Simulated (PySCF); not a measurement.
**A small calculation by hand: entropy of an ideal gas**

Si(I)(OH) (HIOSi), SMILES O[Si]I (connectivity only; charge and spin as stated), neutral, multiplicity 1.

Coordinates come from a B3LYP-D3(BJ)/def2-TZVP optimisation. The def2 effective core potentials stand for the cores of I; spin–orbit coupling is left out. One conformer was computed; it need not be the lowest.

B3LYP-D3(BJ)/def2-TZVP run with PySCF gives the harmonic wavenumbers 192, 338, 453, 778, 860, 3807 cm⁻¹ and the rotational temperatures 0.9992, 0.0967, 0.0882 K. The molar mass is 172.00 g/mol, the symmetry number 1, the spin multiplicity 1.

### Question
Work out the entropy at 298.15 K and 1 atm in the rigid-rotor, harmonic-oscillator model.

### Answer

Translation (Sackur–Tetrode at 1 atm): S = R[1.5 ln M + 2.5 ln T − 1.16487] = 172.9 J/(mol K).
Rotation: q = (√π/σ) T^1.5/√(θA θB θC) = 98800, S = R[ln q + 3/2] = 108.1 J/(mol K).
Vibration: with u = 1.4388 ν/T, each mode gives R[u/(e^u − 1) − ln(1 − e^−u)]:
| ν (cm⁻¹) | modes | u | S (J/(mol K)) |
|---|---|---|---|
| 192 | 1 | 0.93 | 9.24 |
| 338 | 1 | 1.63 | 5.11 |
| 453 | 1 | 2.19 | 3.29 |
| 778 | 1 | 3.75 | 0.95 |
| 860 | 1 | 4.15 | 0.68 |
The stiffer modes add less than 0.005 each. Sum 19.3 J/(mol K).
Spin: R ln 1 = 0.0 J/(mol K).
Total 300.3 J/(mol K); the program's own thermochemistry gives 300.3. Translation makes up 58 % and vibration 6 %. Anharmonicity, hindered rotation and orbital degeneracy are left out.
